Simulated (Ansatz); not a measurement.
Consider the silylene formation by 1,1-elimination: `O[SiH2]O[SiH](O)O` → `O[SiH2]O` + `O[Si]O`.

Calculated with Ansatz (gas phase, PBE0-D4/def2-TZVP geometries, no zero-point term in ΔE). CCSD(T)/CBS adds triple-zeta CCSD(T) − MP2 to the extrapolated MP2 energy (def2 sets, frozen cores). This one scheme is used for every species. Functionals use def2-TZVPP. B3LYP here is the variant with VWN-RPA as its local correlation; programs differ in this. One conformer a species, not always the lowest.

```
             level  ΔE (eV)  difference from CCSD(T)/CBS
            PBE-D4     2.55                        -0.27
           PBE0-D4     2.80                        -0.02
          B3LYP-D4     2.73                        -0.09
           ωB97X-V     2.86                         0.04
           ωB97M-V     2.70                        -0.12
               PBE     2.43                        -0.39
            r2SCAN     2.89                         0.07
             B3LYP     2.54                        -0.28
     HF/def2-TZVPP     2.93                         0.11
    MP2/def2-TZVPP     2.90                         0.08
   CCSD/def2-TZVPP     2.79                        -0.03
CCSD(T)/def2-TZVPP     2.78                        -0.04
     HF/def2-QZVPP     2.95                         0.13
    MP2/def2-QZVPP     2.93                         0.11
      HF/CBS(def2)     2.95                         0.13
    CCSD/CBS(def2)     2.84                         0.02
       CCSD(T)/CBS     2.82                            0
```

Largest T1 diagnostic among the species: 0.015.

In def2-TZVPP, CCSD(T) changes the Hartree–Fock value by −0.16 eV (the triples alone add −0.02 eV) and MP2 by −0.03 eV. The D4 term adds +0.19 eV with B3LYP and +0.11 eV with PBE0; it sums over pairs of atoms, weighted by their polarisabilities, and B3LYP, whose exchange is more repulsive, gets the larger term. From PBE to PBE0 (25 % exact exchange), in def2-TZVPP and without D4, ΔE moves by +0.26 eV.
